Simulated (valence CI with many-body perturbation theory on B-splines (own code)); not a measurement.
## Pm29+: input, log and results

Calculated by configuration interaction combined with many-body perturbation theory (CI+MBPT): four valence electrons over a frozen Dirac-Fock core [Ar] 3d10, radial functions for each j: 3 s, 3 p, 2 d, 1 f, with the one-electron correlation potential Σ1 (screened to all orders), the two-electron term Σ2, the three-electron term Σ3, Breit, model QED; selected single and double excitations, second order for the rest, scaled by the run's own slope (own B-spline code, finite nucleus).

Command, and the settings that its task file holds:

```sh
python run_cv.py task.json out
```

```
atom Pm  Z=61  mass_number=145  rms_radius_fm=4.9620
core [Ar] 3d10
valence 4s2 4p2
avg = 1
basis = S
breit = 1
cap = 10000
capref = 1200
cscale = 1
de = 0.0
dress = 0
eps = 2e-08
extrap = 1
h = 0.27
hh = 1
l2 = 3
lcore = 6
maxit = 60
n2 = 5
natural = 1
nlev = 20
nno = [0, 0, 0, 0, 0]
nroot = 26
nsp = [3, 3, 2, 1, 0]
pt2 = 1
qed = 1
rpa = 1
s1 = 1
s2 = 1
s3 = 1
screen = 1
tol = 2e-05
whole = 1
```

It took 12 s on 1 thread of Intel(R) Xeon(R) 6975P-C (Granite Rapids) (shared host).

Log. The first blocks belong to the next ion, which gives the ionisation energy. Fields: 2J, parity (1 odd), roots, reference size, generating configurations, candidates as configurations/state functions, variational space P, stored matrix elements, Davidson steps; e2 is the range of second-order energies in hartree. The first line gives the box (bohr), its intervals, the orbitals and the steps of their self-consistent field. Window is the range of levels sought, series limit the energy at which the first omitted orbital would enter, core excitation an estimate of the first excitation out of the core, left out the lowest levels not solved, and shifts from estimates the range by which levels moved from their first estimate, all in cm⁻¹.

```
rmax 3.8 intervals 58 orbitals 15 references ['4s2 4p2', '4s 4p3', '4s2 4p 4d', '4p4', '4s 4p2 4d'] scf 4 t 0.6
2J=1 par=1 roots 2 ref 23 generators 7 cand 160/224 P 138/191 nnz 0 it 0
2J=1 par=1 roots 2 ref 23 generators 12 cand 87/115 P 168/234 nnz 0 it 0
   second order: generators 20 cand 77/94 e2 -0.00000 -0.00000
reference levels 428, estimated 58, window 1456282 1/cm; series limit 4757939, core excitation 7358739
2J=0 par=0 roots 3 ref 22 generators 12 cand 148/221 P 332/492 nnz 0 it 0
2J=0 par=0 roots 3 ref 22 generators 20 cand 329/530 P 417/638 nnz 0 it 0
   second order: generators 28 cand 328/534 e2 -0.00000 -0.00000
2J=2 par=0 roots 2 ref 35 generators 7 cand 197/760 P 340/1093 nnz 0 it 0
2J=2 par=0 roots 2 ref 35 generators 13 cand 309/1178 P 366/1181 nnz 0 it 0
   second order: generators 25 cand 409/1588 e2 -0.00000 -0.00000
2J=4 par=0 roots 3 ref 55 generators 11 cand 157/898 P 423/1528 nnz 0 it 2
2J=4 par=0 roots 3 ref 55 generators 23 cand 325/1830 P 460/1745 nnz 0 it 4
   second order: generators 34 cand 410/2271 e2 -0.00001 -0.00000
2J=4 par=1 roots 8 ref 57 generators 22 cand 370/1844 P 402/1476 nnz 0 it 4
2J=4 par=1 roots 8 ref 57 generators 30 cand 401/2202 P 502/1911 nnz 0 it 6
   second order: generators 50 cand 390/2269 e2 -0.00001 -0.00000
2J=2 par=1 roots 7 ref 44 generators 21 cand 386/1542 P 417/1250 nnz 0 it 0
2J=2 par=1 roots 7 ref 44 generators 29 cand 366/1496 P 515/1577 nnz 0 it 5
   second order: generators 43 cand 353/1496 e2 -0.00000 -0.00000
2J=6 par=1 roots 4 ref 53 generators 17 cand 401/2234 P 329/1224 nnz 0 it 0
2J=6 par=1 roots 4 ref 53 generators 27 cand 467/2676 P 447/1748 nnz 0 it 5
   second order: generators 38 cand 349/2152 e2 -0.00001 -0.00000
2J=0 par=1 roots 2 ref 16 generators 9 cand 370/585 P 252/379 nnz 0 it 0
2J=0 par=1 roots 2 ref 16 generators 16 cand 398/616 P 346/530 nnz 0 it 0
   second order: generators 21 cand 382/596 e2 -0.00000 -0.00000
2J=8 par=1 roots 1 ref 37 generators 6 cand 342/1558 P 163/591 nnz 0 it 0
2J=8 par=1 roots 1 ref 37 generators 9 cand 412/1840 P 228/867 nnz 0 it 0
   second order: generators 16 cand 456/2232 e2 -0.00001 -0.00001
left out: unestimated 2105715, estimated 1676193, shifts from estimates -8 to 0
operators 1.1
```

The Davidson iterations converged. The settings are bad on purpose, so the numbers may not be properties of the ion.

The last digits are not significant, and no measured levels were compared; by estimate large intervals hold to a few tenths of a per cent, small ones and those within an open d or f shell to about a per cent.

```yaml
Valence_energy: -178.1397 hartree
Ionisation_energy: "1114.9 eV (NIST: 1113 ± 4 eV (theoretical))"
Reference_configurations_for_the_orbitals: 4s2 4p2, 4s 4p3, 4s2 4p 4d, 4p4, 4s 4p2 4d
Radial_orbitals: 15
Box_radius: 3.82 bohr
Largest_variational_space: 1911
Lowest_levels: (4s^2 4p1/2^2) J=0 0.00, (4s^2 4p1/2 4p3/2) J=1 30.05, (4s^2 4p1/2 4p3/2) J=2 33.24, (4s^2 4p3/2^2) J=2 65.67, (4s^2 4p3/2^2) J=0 72.82, (4s 4p1/2^2 4p3/2) J=2 94.55, (4s 4p1/2^2 4p3/2) J=1 105.56, (4s 4p1/2 4p3/2^2) J=2 122.40, (4s 4p1/2 4p3/2^2) J=3 128.52, (4s^2 4p1/2 4d3/2) J=2 [a] 134.95, (4s 4p1/2 4p3/2^2) J=0 135.04, (4s 4p1/2 4p3/2^2) J=1 [a] 137.96, (4s 4p1/2 4p3/2^2) J=1 [b] 143.18, (4s^2 4p1/2 4d3/2) J=2 [b] 144.71 eV
```

Levels are named by their leading jj configuration (3d3/2^4 stands for four electrons in 3d with j = 3/2), which in mixed levels can hold well under half, so a name can repeat and another be missing. Letters in brackets count levels of one name in rising energy.
